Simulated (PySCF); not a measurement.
Gas-phase reaction: 2 CuBr = Cu2 + Br2

Energies from PySCF, thermal terms from the rigid-rotor harmonic-oscillator model, ideal gas at 1 bar. † marks an energy on the PBE0/def2-TZVP geometry and frequencies; other levels use their own. CCSD(T) freezes the core. 6-31G* has spherical d functions here. All species are closed-shell singlets. B3LYP is the form with VWN-RPA correlation. Br, Cu: all electrons, no relativistic terms. CCSD(T) isn't extrapolated to the basis-set limit; its ΔH°(298 K) is 288.9 kJ in def2-SVP and 272.2 kJ in def2-TZVPP. The harmonic model lacks anharmonicity and excited electronic states, which grow with temperature; levels with a mode under 35 cm⁻¹ are left out. Warning, large T1 diagnostic: Cu2, CuBr (CCSD(T)/def2-SVP†, CCSD(T)/def2-TZVPP†).

ΔH° and ΔS° at 298 K: B3LYP/6-31G* 287 kJ, -11 J/K; BLYP/def2-TZVP† 197 kJ, -10 J/K; CCSD(T)/def2-SVP† 289 kJ, -10 J/K; CCSD(T)/def2-TZVPP† 272 kJ, -10 J/K; HF/6-31G* 420 kJ, -13 J/K.

**Question.** With the heat capacities included, give log10 K (1 bar) at 800, 1200, 1400, 1800, 2500 K from B3LYP/6-31G*, BLYP/def2-TZVP†, CCSD(T)/def2-SVP†, CCSD(T)/def2-TZVPP†, HF/6-31G*.

**Answer.** 
```
T (K)  B3LYP/6-31G*  BLYP/def2-TZVP†  CCSD(T)/def2-SVP†  CCSD(T)/def2-TZVPP†  HF/6-31G*
-----  ------------  ---------------  -----------------  -------------------  ---------
800           -19.3            -13.4              -19.4                -18.3      -28.1
1200          -13.1             -9.1              -13.1                -12.4      -19.0
1400          -11.3             -7.9              -11.3                -10.7      -16.4
1800           -8.9             -6.2               -8.9                 -8.4      -12.9
2500           -6.6             -4.6               -6.6                 -6.2       -9.5
```
